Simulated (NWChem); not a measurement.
System: AlHSF2; SMILES [F][Al]([F])[SH]

The following NWChem deck was run.

```
start job
memory heap 200 mb stack 900 mb global 1100 mb
geometry units angstroms
  Al    -0.282980     0.250244    -0.140562
  F     -1.785935    -0.093212    -0.705897
  F      0.175716     1.832928    -0.128214
  S      1.128525    -1.232491     0.586022
  H      2.024621    -0.281763     0.841893
end
basis spherical
  * library 6-31g*
end
dft
  xc b3lyp
  iterations 150
end
driver
  maxiter 120
end
task dft optimize
task dft freq
```

B3LYP is NWChem's, with the RPA form of VWN correlation.

The level has its own optimisation; frequencies are unscaled.

What results follow from this input? (B3LYP/6-31G* (spherical d).) Quantities: r Al–F (Å); r Al–S (Å); r H–S (Å); highest harmonic frequency (cm⁻¹); lowest (cm⁻¹); zero-point energy (kcal/mol); dipole (D).


```json
{
 "r Al–F (Å)": "1.648",
 "r Al–S (Å)": "2.174",
 "r H–S (Å)": "1.352",
 "highest harmonic frequency (cm⁻¹)": "2672",
 "lowest (cm⁻¹)": "161",
 "zero-point energy (kcal/mol)": "9.3",
 "dipole (D)": "1.20"
}
```
